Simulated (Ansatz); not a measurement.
A search over several starts for the lowest SCF solution of the cluster PtO2 at the given spin, in a small basis.

```yaml
crystal:
  periodic: [false, false, false]
  atoms:
    - {symbol: Pt, position_ang: [0.000004, 0.000008, -0.000008]}
    - {symbol: O, position_ang: [-1.611157, 0.258618, -0.515831]}
    - {symbol: O, position_ang: [1.611153, -0.258625, 0.515839]}
basis:
  gaussian: {orbitals: def2-SVP}
magnetization: {spin_polarized: true, initial_magnetization: 0}
hamiltonian: {xc: pbe0, dispersion: d4}
output: {orbitals: {seedname: orbitals}}
```

```sh
$ ansatz run in.yaml --threads 4 --pin off --events-out ev --progress --plain --max-ram 3916MiB
```

It prints (some lines left out):

```
Functional definition: PBE0
582 factors; integrals over basis functions are off by at most 1.0e-3 eV
mean field evaluation 1: about -7323.5878 eV, gradient 4.3e1 eV
mean field evaluation 2: about -7289.6265 eV, gradient 9.8e1 eV
mean field evaluation 4: about -7330.1310 eV, gradient 2.2e0 eV
mean field evaluation 8: about -7330.3156 eV, gradient 1.0e-1 eV
mean field evaluation 16: about -7330.3157 eV, gradient 2.4e-5 eV
mean field evaluation 32: about -7330.3157 eV, gradient 9.8e-4 eV
mean field -7330.34213399 eV, -269.3851047397 hartree, gradient 2.2e-5 eV, S^2 0.275873; 8 other end points of the search recorded, 0 dependent functions left out
reference -7330.34216390 eV, -269.3851058391 hartree; 17, 17 occupied and 43, 43 virtual orbitals, 582 factors
Total energy: -7330.38209126 eV, -269.3865731422 hartree
```

Hardware: 4 threads of Arm Neoverse V1 on a shared host. Wall time 3.3 s.

Other converged states that the search met: 0.03 eV higher (⟨S²⟩ = 0.00).

In the def2 sets Pt takes a core potential; there is no spin–orbit coupling. The unrestricted singlet has broken spin symmetry (⟨S²⟩ up to 0.28). The structure comes from a short search, and lower isomers may exist.
